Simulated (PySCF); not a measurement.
## Ru³²⁺: ionisation energy

Ru³²⁺ [Ne] 3s2 (1S) → Ru³³⁺ [Ne] 3s1 (2S), as a difference of total energies. Calculation: PySCF 2.14, in an even-tempered Gaussian basis (16 s from 5 bohr⁻², ratio 2.5; 10 p from 6.5 bohr⁻², ratio 2.5; 4 d from 24 bohr⁻², ratio 2.7; 4 f from 36 bohr⁻², ratio 2.7); the non-relativistic Hamiltonian (point nucleus). Correlated levels: outer shells: 1s2 frozen; virtual orbitals above 40 to 60 times the deepest correlated orbital energy dropped. The calculations carry no spin-orbit coupling.

```tsv
method	ionisation energy (eV)
UHF	1895.7
MP2 (outer shells)	1899.2
SCS-MP2 (outer shells)	1899.6
CCSD (outer shells)	1900.3
CCSD(T) (outer shells)	1900.4
```

Question: How much does correlation contribute at CCSD(T) (outer shells)?

Answer: 1900.4 − (1895.7) = 4.7 eV, measured against UHF.

The gap to the reference is mostly relativistic.

For comparison: 1949 ± 3 eV (semi-empirical (NIST evaluation); NIST Atomic Spectra Database, ionization energies).
